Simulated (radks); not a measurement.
Q: These are the eigenvalues of the occupied orbitals of an atom or ion with whole-number occupations (hartree). Calculated with a radial shooting solver on a logarithmic mesh with Libxc functionals: scalar-relativistic Kohn-Sham, PBE, spin-polarised, spherical densities, point nucleus.

orbital  eigenvalue
1s        -586.2086
2s        -79.82407
2p        -70.98459
3s        -12.78288
3p         -9.93009
3d         -5.22096
4s         -2.01109
4p         -1.34197

Which element is it, and in what charge state? The configuration may be excited. Open shells, if any, are filled with parallel spins first.

A: Z = 38, strontium, charge +2: Sr2+ in [Kr]. The list shows which subshells hold electrons but not how many an open one holds; the 1s level, -586.21 hartree, gives Z - s = 34.2 by -(Z - s)^2/2, which with screening and relativity narrows Z to a few neighbours, and the depths of the outer levels then fix element, charge and occupations together.
